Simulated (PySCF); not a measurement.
An unknown is described by computed data only.

Formula: C7H7N.

| Item | Value |
| --- | --- |
| Triplet | lowest triplet excitation (Tamm–Dancoff): 5.53 eV [TDA PBE0/def2-SVPD] |
| Polarisability | 76.3 au [PBE0/def2-SVPD] |
| Rotational structure | rotational constants A, B, C: 4.543, 1.787, 1.684 GHz [GFN2-xTB] |
| 13C NMR | chemical shifts (computed TMS as zero) by class: 121.0 (1 C), 44.3 (1 C), 37.0 (2 C), 32.3 (2 C), 27.3 (1 C) ppm [GIAO PBE0/pcSseg-1] |
| NMR, other nuclei | isotropic shieldings of nuclei other than C and H, by class: -52 (1 N) ppm [GIAO PBE0/pcSseg-1] |
| UV, first state | lowest singlet excitation: 6.15 eV (202 nm, f = 0.001) [TDDFT PBE0/def2-SVPD] |
| UV, strongest line | among the 6 lowest singlet transitions: S6 at 7.82 eV (158 nm, f = 0.073) [TDDFT PBE0/def2-SVPD] |
| Dipole | 4.63 D [PBE0/def2-SVPD] |

Gas-phase values; electronic properties from PySCF, density fitting. Levels stand in brackets. Isolated species at its GFN2-xTB geometry, gas phase. NMR classes are plain means over equivalent atoms (diastereotopic ones count apart unless rotation or inversion swaps them), as if these changed places fast.

Task: What is the compound? Reason from the data.

Result: Numbering: `[N:1]#[C:2][C@@:3]12[C@H:4]3[CH2:5][C@@H:6]1[C@@H:7]2[CH2:8]3`. Its formula, C7H7N, gives 5 degrees of unsaturation: 3 rings and 2 π bonds in the structure found. 7 carbons fall into 5 classes; from least to most shielded: nitrile carbon [C2] (121.0 ppm), sp3 carbon at a ring junction [C4] (44.3 ppm), four-membered-ring carbon [C5/C8] (37.0 ppm, 2 C), sp3 carbon at a ring junction [C6/C7] (32.3 ppm, 2 C), sp3 carbon at a ring junction [C3] (27.3 ppm). The other shieldings belong to: -52 ppm, nitrile nitrogen [N1]. The optimised geometry has point group Cs and is an asymmetric top. Structure: `N#C[C@@]12[C@H]3C[C@@H]1[C@@H]2C3`. Computed isomers that give other values at the same levels: `CC(C)=CC#CC#N` (rotational constant A: 8.030 GHz; this holds for the one conformer computed); `N#CC1=C[C@@H]2C[C@@H]2C1` (13C chemical shifts (computed TMS as zero) by class: 163.1 (1 C), 121.2 (1 C), 118.2 (1 C), 43.2 (1 C), 29.8 (1 C), 20.7 (1 C), 20.5 (1 C) ppm); `CC#Cn1cccc1` (13C chemical shifts (computed TMS as zero) by class: 127.8 (2 C), 116.0 (2 C), 80.1 (1 C), 68.4 (1 C), 4.0 (1 C) ppm). The assignments are read from this structure; whether some other isomer fits the data as well wasn't checked.
